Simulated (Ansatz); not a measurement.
La₂F₆, relaxed as a singlet with RKS PBE0-D4/def2-SVP in Ansatz, starting from the GFN1-xTB geometry. Force threshold 0.02 eV/Å.

In the def2 sets La takes a core potential; there is no spin–orbit coupling. The relaxation made no stability test and no search for a lower SCF solution. No other spin state of charge 0 was run. The structure comes from a short search, and lower isomers may exist.

Start:

```xyz
8

La   -0.6769   -0.8627   -0.3825
La    0.9713    0.4567    0.4420
F     1.3787   -0.6086    1.5781
F     0.3546   -1.8045   -1.1857
F     0.5826    1.8905    1.9291
F    -1.6682   -0.3823   -2.1800
F    -1.5671   -0.0261    0.6378
F     0.6249    1.3368   -0.8389
```

Problem. Estimate the energy that the relaxation releases and the steps that it takes.

Solution. 4101.3 kJ/mol, in 20 steps; 71 s on 4 threads of Arm Neoverse V1 on a shared host. The force fell under the threshold at step 16, but the optimiser went on and released 0.003 eV more. No frequencies were taken in this run, so the end may be a saddle point.

Problem. Does the start keep its bonding?

Solution. Bonds lost: La1–F3, La2–F4 (atoms count from 1). The end is the same structure that another start reached, the lowest one found.

Problem. Predict the relaxed structure.

Solution. 
| atom | x (Å) | y (Å) | z (Å) |
| --- | --- | --- | --- |
| La1 | -0.839 | -0.842 | -1.508 |
| La2 | 0.838 | 0.844 | 1.507 |
| F3 | 2.379 | -0.133 | 2.621 |
| F4 | -0.275 | -2.800 | -2.152 |
| F5 | 0.277 | 2.800 | 2.163 |
| F6 | -2.378 | 0.128 | -2.632 |
| F7 | -0.937 | -0.538 | 0.823 |
| F8 | 0.935 | 0.542 | -0.823 |
Bond lengths (bridged metal pairs left out): 8 × F–La 2.14 to 2.35 Å.
